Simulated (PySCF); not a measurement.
Compound: C4H5FO2.
SMILES: `CCOC(F)=C=O`

A PySCF run (density fitting, gas phase, GFN2-xTB geometry) gave HOMO -6.40 eV, LUMO -1.84 eV, dipole 2.48 D.

Task: Which of these levels was it?
A. PBE0/def2-SVP
B. PBE0/pcSseg-0
C. PBE0/6-311+G(2d,p)
D. PBE0/pcseg-1

Result: A. It is PBE0/def2-SVP. All candidates on this geometry:

| level and settings | kind | basis functions | SCF cycles | E (Eh) | HOMO (eV) | LUMO (eV) | dipole (D) |
| --- | --- | --- | --- | --- | --- | --- | --- |
| PBE0/pcSseg-0 | global hybrid | 73 | 14 | -404.2494 | -6.60 | -2.20 | 2.80 |
| PBE0/6-311+G(2d,p), fitting basis def2-qzvpp-jkfit | global hybrid | 219 | 12 | -405.3305 | -6.58 | -2.03 | 2.60 |
| PBE0/def2-SVP | global hybrid | 123 | 15 | -404.9004 | -6.40 | -1.84 | 2.48 |
| PBE0/pcseg-1 | global hybrid | 123 | 15 | -405.1192 | -6.58 | -2.00 | 2.68 |

The nearest other candidate, by the summed differences of HOMO and LUMO, is PBE0/pcseg-1: its HOMO differs by -0.18 eV and its LUMO by -0.16 eV. Cycle counts include a coarse-grid stage where the run had one. All basis functions are spherical, in the Pople sets too.

The values belong to the conformer `[CH3:1][CH2:2][O:3][C:4]([F:5])=[C:6]=[O:7]`: C1–C2–O3–C4 178°, C2–O3–C4–F5 -63°.
